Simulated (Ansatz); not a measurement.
C3H8AlCl, relaxed with RKS PBE0-D4/def2-TZVP in Ansatz from a PBE-D4/def2-SVP geometry. The force threshold is 0.005 eV/Å; the program also tests the step.

The species carries charge 0 and has multiplicity 1. The bonds changed during the relaxation, so this is another structure than the one it started from.

Start:

```xyz
13

C    -0.627   -1.148   -0.783
C     0.031   -0.048    0.012
C    -0.154   -0.150    1.506
Al    0.590    1.668   -0.846
Cl    2.012   -0.222   -0.322
H    -0.381   -1.102   -1.862
H    -1.727   -1.008   -0.688
H    -0.387   -2.164   -0.399
H    -1.230    0.043    1.717
H     0.430    0.608    2.063
H     0.087   -1.159    1.907
H     0.938    2.891    0.124
H     0.419    1.791   -2.431
```

Q: How much energy does the relaxation release, and in how many steps? (Best estimate.)

A: Computed: 5.25 kJ/mol, in 6 steps.

Q: Which bonds change most? (Best estimate.)

A: Ansatz gave: C2–Cl5 from 2.017 to 1.955 Å; Al4–Cl5 from 2.423 to 2.382 Å; C2–Al4 from 1.998 to 1.976 Å; C1–H7 from 1.113 to 1.096 Å.

Q: Give the relaxed structure. (An estimate is asked.)

A: The calculation gave: 
```xyz
13

C    -0.623   -1.137   -0.774
C     0.041   -0.043    0.010
C    -0.156   -0.151    1.494
Al    0.584    1.656   -0.840
Cl    1.961   -0.215   -0.311
H    -0.386   -1.090   -1.838
H    -1.706   -1.003   -0.670
H    -0.375   -2.135   -0.397
H    -1.218    0.026    1.697
H     0.414    0.597    2.046
H     0.095   -1.145    1.880
H     0.944    2.868    0.115
H     0.424    1.772   -2.412
```
